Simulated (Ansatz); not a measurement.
Reaction (homolysis of the Al–Si bond): `C[SiH2][AlH][O][SiH3]` → `[AlH][O][SiH3]`• + `C[SiH2]`•

Calculated with Ansatz (gas phase, PBE0-D4/def2-TZVP geometries, no zero-point term in ΔE). CCSD(T)/CBS is the MP2 limit (def2-TZVPP, def2-QZVPP) plus CCSD(T) − MP2 in def2-TZVPP, frozen cores. Functionals use def2-TZVPP. B3LYP here is the variant with VWN-RPA as its local correlation; programs differ in this. No spin–orbit coupling; open shells (•) take unrestricted orbitals. Each species was taken in one conformer, which may not be the lowest.

`C[SiH2][AlH][O][SiH3]`:

Cartesian coordinates in Å:
```
C 0.450 1.873 0.850
Si 1.784 0.552 0.716
Al 0.959 -1.556 -0.230
O -0.649 -1.595 -0.753
Si -2.170 -1.148 -1.103
H -0.364 1.539 1.496
H 0.858 2.797 1.265
H 0.026 2.096 -0.131
H 2.374 0.296 2.066
H 2.910 1.061 -0.125
H 1.783 -2.899 -0.408
H -3.125 -1.833 -0.192
H -2.339 0.324 -0.943
H -2.498 -1.509 -2.508
```

`[AlH][O][SiH3]`•:

```xyz
7

Al   -0.844   -0.999   -1.814
O    -0.197   -0.251   -0.445
Si    0.532    0.667    0.683
H    -1.774   -2.284   -1.541
H     0.041    0.295    2.036
H     2.005    0.466    0.634
H     0.237    2.106    0.447
```

`C[SiH2]`•:

Z-matrix (Å, degrees):
```
C
Si 1 1.875
H 1 1.092 2 110.8
H 1 1.094 2 110.5 3 119.9
H 1 1.092 2 110.8 3 -120.2
H 2 1.490 1 111.8 3 178.7
H 2 1.491 1 111.8 3 -58.2
```

```tsv
level	ΔE (kJ/mol)	difference from CCSD(T)/CBS
PBE-D4	285.1	-20.6
r2SCAN-D4	275.8	-29.9
PBE0-D4	288.4	-17.3
B3LYP-D4	284.4	-21.3
ωB97X-V	308.4	2.7
ωB97M-V	305.4	-0.3
PBE0	280.9	-24.8
B3LYP	272.2	-33.5
MP2/def2-TZVPP	290.7	-15.0
SCS-MP2/def2-TZVPP	294.7	-11.0
CCSD/def2-TZVPP	289.8	-15.9
HF/def2-QZVPP	205.6	-100.1
MP2/def2-QZVPP	296.2	-9.5
SCS-MP2/def2-QZVPP	301.1	-4.6
HF/CBS(def2)	205.4	-100.3
CCSD/CBS(def2)	299.9	-5.8
CCSD(T)/CBS	305.7	0
```

Largest T1 diagnostic among the species: 0.015.

In def2-TZVPP, CCSD(T) changes the Hartree–Fock value by +88.9 kJ/mol (the triples alone add +5.8 kJ/mol) and MP2 by +84.0 kJ/mol; breaking electron pairs costs correlation energy, which Hartree–Fock lacks. From PBE to PBE0 (25 % exact exchange), in def2-TZVPP and without D4, ΔE moves by +3.7 kJ/mol. The D4 term adds +12.1 kJ/mol with B3LYP and +7.5 kJ/mol with PBE0; it sums over pairs of atoms, weighted by their polarisabilities, and B3LYP, whose exchange is more repulsive, gets the larger term.
